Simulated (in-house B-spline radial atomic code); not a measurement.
Results of a calculation; reference values are marked as such.
## Cl in electron gases of falling density

A nucleus sits in a uniform electron gas with a rigid positive background. The Kohn-Sham equations are solved self-consistently in the spin-unpolarised LDA (PW92), non-relativistic, on B-splines with outgoing waves at the boundary and partial waves to l = 8. The model has no lattice, no bands and no magnetic solution. Atomic units; δ_l are the phase shifts at the Fermi level, counted so that each bound state adds π, and good to about 0.0005.

| r_s (bohr) | k_F | δ0/π | δ1/π | δ2/π | shallowest bound level (hartree) | σ_tr (bohr²) | Q (a.u.) |
| --- | --- | --- | --- | --- | --- | --- | --- |
| 1.5 | 1.2794 | 2.274 | 1.507 | 0.276 | s -0.257 | 21.52 | 1.948 |
| 1.65 | 1.1631 | 2.336 | 1.558 | 0.248 | s -0.308 | 28.27 | 1.747 |
| 1.8 | 1.0662 | 2.391 | 1.604 | 0.220 | s -0.352 | 35.08 | 1.531 |
| 2 | 0.9596 | 2.456 | 1.657 | 0.186 | p -0.0128 | 42.56 | 1.219 |
| 2.07 | 0.9271 | 2.476 | 1.674 | 0.175 | p -0.022 | 44.48 | 1.110 |
| 2.2 | 0.8723 | 2.511 | 1.703 | 0.155 | p -0.0375 | 46.96 | 0.918 |
| 2.4 | 0.7996 | 2.558 | 1.741 | 0.128 | p -0.0568 | 48.19 | 0.665 |
| 2.67 | 0.7188 | 2.610 | 1.783 | 0.098 | p -0.0743 | 46.23 | 0.417 |
| 3 | 0.6397 | 2.658 | 1.821 | 0.069 | p -0.0855 | 41.42 | 0.234 |
| 3.3 | 0.5816 | 2.689 | 1.846 | 0.050 | p -0.0896 | 37.19 | 0.144 |
| 3.6 | 0.5331 | 2.711 | 1.865 | 0.036 | p -0.0906 | 34.14 | 0.093 |
| 4 | 0.4798 | 2.730 | 1.882 | 0.023 | p -0.0894 | 32.31 | 0.058 |

Q = n k_F σ_tr, with n = 3/(4π r_s³).

(1) How does the screening charge move between partial waves as the gas thins?

(2) What end-to-end powers of r_s do the first and last rows give for σ_tr and Q?

Answers

(1) By (2/π)(2l + 1) δ_l, at r_s = 1.5 it is s 4.55, p 9.04, d 2.76, f and beyond 0.65, and at r_s = 4 s 5.46, p 11.29, d 0.23, f and beyond 0.02. The free atom is [Ne] 3s2 3p5.

(2) σ_tr goes as r_s^+0.41 and Q as r_s^-3.59. Since n k_F/k_F² goes as r_s⁻², Q = 4π n Σ/k_F would fall as r_s⁻² at fixed phase shifts; the sum Σ (l + 1) sin²(δ_l − δ_(l+1)) is 2.804 in the first row and 0.592 in the last, and ranges from 0.59 to 3.17 between them, so these powers are no law.
